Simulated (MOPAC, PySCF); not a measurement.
C₇H₁₄OSi, SMILES `O=C[C@@H]1CCCC[C@@H]1[SiH3]` (O–C–C–C torsion 145°), neutral singlet in the gas phase. 

Z-matrix (Å, degrees):
```
C
H 1 1.1137
C 1 1.5440 2 106.41
H 3 1.1187 1 109.14 2 -53.60
C 3 1.5161 4 102.73 1 120.01
O 5 1.2170 3 124.61 4 -100.48
H 5 1.1338 6 120.50 3 -177.65
C 3 1.5434 4 107.46 5 117.56
H 8 1.1110 3 108.56 4 52.27
H 8 1.1120 9 106.31 3 118.11
C 8 1.5338 9 109.57 10 119.67
H 11 1.1099 8 110.05 9 -57.78
H 11 1.1143 12 106.15 8 118.20
C 11 1.5331 12 110.76 13 118.32
H 14 1.1103 11 110.40 12 -58.30
H 14 1.1135 15 106.39 11 -118.30
C 14 1.5347 15 110.22 16 -118.43
H 17 1.1108 14 110.21 15 58.85
H 17 1.1124 18 105.97 14 118.14
Si 1 1.9209 2 104.63 3 -122.29
H 20 1.5005 1 113.58 2 -144.61
H 20 1.5058 21 110.92 6 68.58
H 20 1.5126 21 106.80 22 116.25
```
Charge 0, multiplicity 1.

All levels are single points at this geometry (PBE-D3(BJ)/def2-SVP); Pople sets use spherical d functions. Orbital energies aren't observables, and empty levels follow the basis.

B3LYP/3-21G in PySCF gives dipole (D) = 3.20.

**Question.** Estimate the dipole (D) from each of these levels: PBE-D3(BJ)/def2-TZVP in PySCF; B3LYP/6-31G* in PySCF; B3LYP/LANL2DZ in PySCF; M06-2X/6-31G* in PySCF; HF/3-21G in PySCF; HF/6-31G* in PySCF; AM1 in MOPAC; PM6 in MOPAC.

**Answer.** 
| level | dipole (D) |
|---|---|
| PBE-D3(BJ)/def2-TZVP in PySCF | 3.30 |
| B3LYP/6-31G* in PySCF | 3.25 |
| B3LYP/LANL2DZ in PySCF | 3.61 |
| M06-2X/6-31G* in PySCF | 3.21 |
| HF/3-21G in PySCF | 3.68 |
| HF/6-31G* in PySCF | 3.65 |
| AM1 in MOPAC | 2.62 |
| PM6 in MOPAC | 3.42 |
